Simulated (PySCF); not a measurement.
Radial density of Zr (zirconium, neutral)

TPSSh, [Kr] 4d2 5s1 5p1, one real determinant (an excited configuration). Calculation: PySCF 2.14, in aug-cc-pVDZ-PP with ECP28MDF (5s5p4d2f, 54 functions); a scalar-relativistic core potential. This is the valence pseudo-density: the core potential removes the inner electrons and smooths the orbitals near the nucleus.

| r (bohr) | 4πr²ρ (e/bohr) | 4πr²(ρα − ρβ) |
| --- | --- | --- |
| 0.0620 | 3.057e-05 | 0.0000 |
| 0.104 | 0.0001265 | 0.0000 |
| 0.175 | 0.0009542 | 0.0001 |
| 0.295 | 0.01552 | 0.0020 |
| 0.496 | 0.4553 | 0.0404 |
| 0.834 | 5.505 | 0.4045 |
| 1.40 | 7.401 | 0.9373 |
| 2.36 | 1.793 | 1.0225 |
| 3.97 | 0.6913 | 0.6839 |
| 6.68 | 0.1258 | 0.1258 |
| 11.2 | 0.003417 | 0.0034 |

⟨L²⟩ = 13.93 against 20 for a pure G term, so this real determinant mixes terms. Energies and moments cover only the electrons outside the core potential.
